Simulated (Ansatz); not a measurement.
A CCSD(T) single point on CHFS$_{2}$Si, SMILES `F[SiH]1SC1=S`.

```yaml
crystal:
  periodic: [false, false, false]
  atoms:
    - {symbol: F, position_ang: [-0.922985, -1.129723, 1.486830]}
    - {symbol: Si, position_ang: [0.077813, -0.145879, 0.753946]}
    - {symbol: S, position_ang: [1.216490, -0.857824, -0.851410]}
    - {symbol: C, position_ang: [-0.157199, 0.301992, -0.987024]}
    - {symbol: S, position_ang: [-0.855494, 1.039438, -2.219151]}
    - {symbol: H, position_ang: [0.683374, 0.727996, 1.770609]}
basis:
  gaussian: {orbitals: def2-SVP}
correlation: {method: ccsd_t}
```

```sh
$ ansatz run in.yaml --threads 2 --pin off --events-out ev --progress --plain --max-ram 4352MiB
```

Log, shortened:

```
Functional definition: HF
809 factors; integrals over basis functions are off by at most 1.4e-3 eV
mean field evaluation 1: about -33234.9545 eV, gradient 2.8e1 eV
mean field evaluation 2: about -33234.9598 eV, gradient 2.8e1 eV
mean field evaluation 4: about -33237.1237 eV, gradient 3.2e0 eV
mean field evaluation 8: about -33237.1918 eV, gradient 5.2e-1 eV
mean field -33237.19643757 eV, -1221.4444400997 hartree, gradient 6.3e-6 eV, S^2 0.000000; 0 other end points of the search recorded, 0 dependent functions left out; unrestricted orbitals would lower it
17 core orbitals not correlated: weight in the atoms' cores, before any rotation towards them, 1.000 or more for the frozen orbitals, at most 0.000 for the correlated occupied ones
reference -33237.19643757 eV, -1221.4444400997 hartree; 14, 14 occupied and 56, 56 virtual orbitals, 809 factors
second order -17.95805511 eV of doubles, -0.00000000 eV of singles
cycle   1  -18.10348423 eV  change   -1.5e-1 eV  update   1.3e-1
cycle   2  -18.65025179 eV  change   -5.5e-1 eV  update   4.0e-2
cycle   3  -18.79455815 eV  change   -1.4e-1 eV  update   2.2e-2
cycle   4  -18.78524405 eV  change    9.3e-3 eV  update   5.9e-3
cycle   5  -18.78411286 eV  change    1.1e-3 eV  update   2.7e-3
cycle   6  -18.78387147 eV  change    2.4e-4 eV  update   8.8e-4
cycle   7  -18.78349172 eV  change    3.8e-4 eV  update   4.5e-4
cycle   8  -18.78344307 eV  change    4.9e-5 eV  update   2.2e-4
cycle   9  -18.78347553 eV  change   -3.2e-5 eV  update   1.2e-4
cycle  10  -18.78344108 eV  change    3.4e-5 eV  update   7.1e-5
cycle  11  -18.78343289 eV  change    8.2e-6 eV  update   4.4e-5
cycle  12  -18.78344191 eV  change   -9.0e-6 eV  update   2.6e-5
perturbative correction -0.71575714 eV, -0.0263035896 hartree
Total energy: -33256.69563661 eV, -1222.1610224475 hartree
```

Run time 3.9 s (2 threads of an Intel Xeon Platinum 8259CL on a shared host); peak host memory 0.26 GiB.

The correlation energy is -19.499 eV, 3.7 % of it from (T); the T1 diagnostic reads 0.0172.
